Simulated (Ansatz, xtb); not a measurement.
**Relative energy of two structures of AlBH5OSn**

We compare X, a doublet given by its coordinates, with Y, a doublet given by its coordinates. Both are isolated molecules in the gas phase, relaxed with PBE0-D3(BJ)/def2-SVP.

X (Å):

```csv
atom,x (Å),y (Å),z (Å)
Al,-0.1034,1.1931,-1.1625
B,1.8432,-1.0847,-1.6415
O,0.9425,-0.1451,-1.3406
Sn,-1.3727,2.0397,-3.4609
H,1.7824,-2.1678,-1.0915
H,2.7125,-0.8495,-2.4602
H,0.0046,2.1453,0.0861
H,-2.3978,3.1407,-2.5185
H,-1.6364,0.8356,-1.8278
```

Close contacts (Å): Al1–O3 1.71, Al1–Sn4 2.76, B2–O3 1.34, Al1–H7 1.57, Al1–H9 1.71, B2–H5 1.22, B2–H6 1.22, Sn4–H8 1.78, Sn4–H9 2.05.

Y (Å):

```csv
atom,x (Å),y (Å),z (Å)
Al,-1.3707,-0.0576,-2.7708
B,-3.0139,2.3410,-1.9155
O,-2.2840,1.3416,-2.4199
Sn,0.4936,-0.8635,-0.9033
H,-3.1103,3.3811,-2.5384
H,-3.5761,2.2010,-0.8452
H,0.3098,0.2276,-2.6279
H,0.6199,0.7232,-0.1262
H,-1.8507,-1.0920,-3.8544
```

Close contacts (Å): Al1–O3 1.71, Al1–Sn4 2.76, B2–O3 1.34, Al1–H7 1.71, Al1–H9 1.57, B2–H5 1.22, B2–H6 1.22, Sn4–H7 2.05, Sn4–H8 1.77.

Task: Estimate E(Y) − E(X) at the level CCSD(T)/def2-SVP + ΔMP2/def2-TZVPP.

Result: Too close to call at this level: CCSD(T)/def2-SVP + ΔMP2/def2-TZVPP gives E(Y) − E(X) = +0.34 kcal/mol.

Level by level:

```json
{"level": "PBE0-D3(BJ)/def2-SVP", "geometry": "PBE0-D3(BJ)/def2-SVP", "E(Y) − E(X) (kcal/mol)": "+0.38", "departure from the last row (kcal/mol)": "+0.04", "job, with rough time for the two": "optimisation, 4.4 min"}
{"level": "HF/def2-SVP", "geometry": "PBE0-D3(BJ)/def2-SVP", "E(Y) − E(X) (kcal/mol)": "+0.13", "departure from the last row (kcal/mol)": "−0.20", "job, with rough time for the two": "part of the CCSD(T) run"}
{"level": "MP2/def2-SVP", "geometry": "PBE0-D3(BJ)/def2-SVP", "E(Y) − E(X) (kcal/mol)": "+0.17", "departure from the last row (kcal/mol)": "−0.16", "job, with rough time for the two": "part of the CCSD(T) run"}
{"level": "CCSD(T)/def2-SVP", "geometry": "PBE0-D3(BJ)/def2-SVP", "E(Y) − E(X) (kcal/mol)": "+0.18", "departure from the last row (kcal/mol)": "−0.15", "job, with rough time for the two": "single point"}
{"level": "CCSD(T)/def2-SVP + ΔMP2/def2-TZVPP", "geometry": "PBE0-D3(BJ)/def2-SVP", "E(Y) − E(X) (kcal/mol)": "+0.34", "departure from the last row (kcal/mol)": "", "job, with rough time for the two": "single point, 83 s"}
```

The largest departure from CCSD(T)/def2-SVP + ΔMP2/def2-TZVPP is that of HF/def2-SVP, 0.20 kcal/mol. Levels run at GFN2-xTB geometries aren't shown. The last row adds to CCSD(T) the change of the MP2 difference between the two basis sets, here +0.15 kcal/mol.

With harmonic frequencies from PBE0-D3(BJ)/def2-SVP (ideal gas, rigid rotor, one conformer each, 298.15 K, 1 atm): on the last row, ΔE + ΔZPE = +0.38, ΔH = +0.35, ΔG = +0.42 kcal/mol.

Open shells are spin-unrestricted. The correlated steps freeze 11 core orbitals; the filled d shell of Sn is correlated, in a basis made for valence electrons. Atoms past krypton carry core potentials in the def2 sets and no spin–orbit term is included. Run with Ansatz 0.2.0; the last row on 2 threads of Arm Neoverse V2 on a shared host.
